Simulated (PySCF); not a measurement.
Gas-phase reaction: SnH2F2 + F2 ⇌ SnHF3 + HF

Energies from PySCF, thermal terms from the rigid-rotor harmonic-oscillator model, ideal gas at 1 bar. † marks an energy on the PBE0/def2-TZVP geometry and frequencies. MP2 and CCSD(T) freeze the core. All species are closed-shell singlets. Sn: scalar-relativistic def2 core potential, no spin-orbit coupling. SnH2F2, SnHF3: computed as isolated molecules; such fragments, hydroxides, amides, oligomers or adducts are transient or little studied in the gas. MP2 isn't extrapolated to the basis-set limit; its ΔH°(298 K) is -582.4 kJ in def2-SVP and -609.5 kJ in def2-TZVPP. CCSD(T) isn't extrapolated to the basis-set limit; its ΔH°(298 K) is -544.4 kJ in def2-SVP and -574.0 kJ in def2-TZVPP. The harmonic model lacks anharmonicity and excited electronic states, which grow with temperature; levels with a mode under 35 cm⁻¹ are left out.

```tsv
level	ΔE electronic, kJ	ΔH°(298 K), kJ	ΔS°(298 K), J/K	ΔG°(1200 K), kJ
CCSD(T)/def2-SVP†	-552	-544	-8	-538
MP2/def2-SVP†	-590	-582	-8	-576
PBE/def2-TZVP†	-546	-538	-8	-532
PBE0/def2-QZVP†	-584	-576	-8	-570
r2SCAN/def2-TZVP†	-571	-563	-8	-557
LDA/def2-TZVP†	-561	-553	-8	-547
```
ΔH° is lowest at MP2/def2-SVP† and highest at PBE/def2-TZVP†. No reference value is set beside these.
